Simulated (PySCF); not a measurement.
# O⁻ (oxygen, charge -1) across methods

[He] 2s2 2p5, 2P determinant. Computed with PySCF 2.14 in aug-cc-pVQZ (6s5p4d3f2g, 80 functions), with the non-relativistic Hamiltonian (point nucleus).

```
 method  E (hartree)  mean ε 2s β (eV)  mean ε 2p α (eV)  mean ε 2p β (eV)  Σ⟨r²⟩ (bohr²)   ⟨S²⟩
    LDA     -74.6048           -11.466             1.097             2.383          21.89  0.759
 r2SCAN     -75.1168           -11.997             1.013             2.357          21.02  0.761
    UHF    -74.79659           -19.845            -4.787            -2.176          19.07  0.771
wB97M-V     -75.1343           -16.634            -2.683            -1.272          20.87  0.757
  HSE06     -75.0802           -13.289             0.211             1.598          20.68  0.757
 PBEsol     -74.8218           -11.383             1.312             2.551          21.83  0.758
    PBE     -75.0781           -11.476             1.307             2.472          21.87  0.756
   PBE0     -75.0721           -13.741            -0.205             1.205          20.70  0.757
   BP86     -75.1592           -11.648             1.181             2.306          21.80  0.756
```

The highest occupied level is positive at LDA, r2SCAN, HSE06, PBEsol, PBE, PBE0, BP86: only the finite basis holds that electron, which in a density functional comes from self-interaction.
